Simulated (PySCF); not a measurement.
C2H6O2Si2, SMILES O=C1C[SiH2]O[SiH2]1. Atoms are numbered in the order given.

```xyz
12

O     -2.0299     1.3770     0.1022
C     -1.0923     0.6515    -0.1198
C     -1.1783    -0.8704    -0.1584
Si     0.4958    -1.5439     0.4297
O      1.4930    -0.2507     0.0250
Si     0.7610     1.2105    -0.3530
H     -1.2621    -1.1517    -1.2262
H     -2.0870    -1.2235     0.3523
H      0.5321    -1.7937     1.8991
H      0.9212    -2.7703    -0.2993
H      1.0755     1.6236    -1.7509
H      1.1434     2.2856     0.6022
```

Geometry: PBE0-D3(BJ)/def2-SVP. This is a generated structure with no PubChem entry under its InChIKey; it may be hypothetical. Other conformers were not sampled.

These are B3LYP/pcSseg-1 run with PySCF values and carry that method's errors.

GIAO shieldings, no solvent; atoms listed in one row are averaged. δ = σ(ref) − σ: ¹⁷O against H2O (σ = 333.8 ppm); ¹³C against TMS (σ = 181.3 ppm); ²⁹Si against TMS (σ = 338.7 ppm); ¹H against TMS (σ = 31.68 ppm), references at their B3LYP-D3(BJ)/def2-TZVP geometries, non-relativistic.

```json
[
 {"nucleus": "¹⁷O", "atoms": "O1", "count": "1", "δ (ppm)": "853.6"},
 {"nucleus": "¹⁷O", "atoms": "O5", "count": "1", "δ (ppm)": "33.7"},
 {"nucleus": "¹³C", "atoms": "C2", "count": "1", "δ (ppm)": "244.1"},
 {"nucleus": "¹³C", "atoms": "C3", "count": "1", "δ (ppm)": "40.5"},
 {"nucleus": "²⁹Si", "atoms": "Si4", "count": "1", "δ (ppm)": "-8.9"},
 {"nucleus": "²⁹Si", "atoms": "Si6", "count": "1", "δ (ppm)": "-48.0"},
 {"nucleus": "¹H", "atoms": "H10", "count": "1", "δ (ppm)": "5.69"},
 {"nucleus": "¹H", "atoms": "H9", "count": "1", "δ (ppm)": "5.51"},
 {"nucleus": "¹H", "atoms": "H11", "count": "1", "δ (ppm)": "5.06"},
 {"nucleus": "¹H", "atoms": "H12", "count": "1", "δ (ppm)": "4.80"},
 {"nucleus": "¹H", "atoms": "H7", "count": "1", "δ (ppm)": "2.45"},
 {"nucleus": "¹H", "atoms": "H8", "count": "1", "δ (ppm)": "2.20"}
]
```
